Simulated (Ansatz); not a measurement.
`[CH2]1[NH][GeH2]1` and `C[N]1[CH2][GeH2]1` differ in one atom or group.

Ansatz, PBE0-D4/def2-TZVP geometries, multiplicity 1. 

Scalar relativity is left out up to krypton.

```csv
property,`[CH2]1[NH][GeH2]1`
LUMO energy (ωB97M-V/def2-TZVPP) / eV,1.75
HOMO–LUMO gap (PBE0/def2-TZVPP) / eV,6.35
HOMO energy (ωB97M-V/def2-TZVPP) / eV,-8.58
HOMO energy (PBE0/def2-TZVPP) / eV,-6.40
size of the dipole moment (PBE/def2-TZVPP) / D,1.41
LUMO energy (PBE0/def2-TZVPP) / eV,-0.06
```

Question: What does the change do to each property? (Estimate.)

Answer: Ansatz gave: 
| property | `C[N]1[CH2][GeH2]1` | shift |
| --- | --- | --- |
| LUMO energy (ωB97M-V/def2-TZVPP) / eV | 1.73 | -0.02 |
| HOMO–LUMO gap (PBE0/def2-TZVPP) / eV | 5.98 | -0.37 |
| HOMO energy (ωB97M-V/def2-TZVPP) / eV | -8.24 | 0.34 |
| HOMO energy (PBE0/def2-TZVPP) / eV | -6.06 | 0.34 |
| size of the dipole moment (PBE/def2-TZVPP) / D | 0.95 | -0.46 |
| LUMO energy (PBE0/def2-TZVPP) / eV | -0.08 | -0.02 |

Dipoles are sizes alone; their direction can turn.
